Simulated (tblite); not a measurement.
Species: C₆H₁₃BO₂.
Cartesian coordinates in Å at the GFN2-xTB level; atoms count from 1:
```
atom  x, y, z in Å
C1     1.2229   -1.1503    1.9124
C2     0.9361   -0.5672    0.7588
C3     1.8113   -0.7631   -0.4497
C4     2.4703    0.5378   -0.9081
C5    -0.2688    0.3177    0.6040
C6    -1.3299   -0.2756   -0.3375
B7    -2.5944    0.6865   -0.5379
O8    -2.4023    2.0188   -0.6053
O9    -3.8708    0.2264   -0.6721
H10    0.6101   -1.0158    2.7883
H11    2.0857   -1.7848    2.0330
H12    2.5881   -1.4922   -0.2102
H13    1.2179   -1.1695   -1.2726
H14    1.7256    1.2504   -1.2530
H15    3.0257    0.9875   -0.0880
H16    3.1594    0.3412   -1.7267
H17   -0.7220    0.4825    1.5828
H18    0.0285    1.2906    0.2115
H19   -1.6292   -1.2569    0.0411
H20   -0.8742   -0.4451   -1.3159
H21   -3.2079    2.5200   -0.7395
H22   -3.9927   -0.7194   -0.6177
```

Computed with GFN2-xTB (tblite): harmonic, unscaled wavenumbers at the GFN2-xTB geometry, gas phase. Errors from tens to a few hundred cm⁻¹ against measured bands are possible. One conformer, not necessarily the lowest. The optimisation stopped once no atom felt more than 0.01 eV/Å.

Lowest wavenumbers of the output (negative numbers stand for imaginary wavenumbers):
```
mode    cm-1
  1     -39.4
  2       6.0
  3      43.5
  4      87.8
  5     115.9
  6     192.3
  7     224.8
  8     271.1
  9     336.0
 10     392.3
 11     425.0
 12     438.9
 13     504.9
 14     548.5
 15     582.9
```

Q: Is this structure a minimum?

A: Not by this Hessian. 1 mode is imaginary beyond 20i (39i cm⁻¹), so at this level the point lies at or near a first-order saddle. The curvature is small, so loose convergence or finite differences may be the whole cause.

Q: Which atoms move in the imaginary mode?

A: 39i: C4 (methyl carbon) 33 %, C6 (sp3 carbon bound to boron) 12 %. These are shares of the mass-weighted motion.

Q: What is the remedy?

A: Step along that mode in both directions, optimise again with tighter thresholds and repeat the frequencies. The zero-point energy of this point (116.5 kcal/mol) counts the 59 real modes alone, and thermal corrections from it aren't those of a minimum.
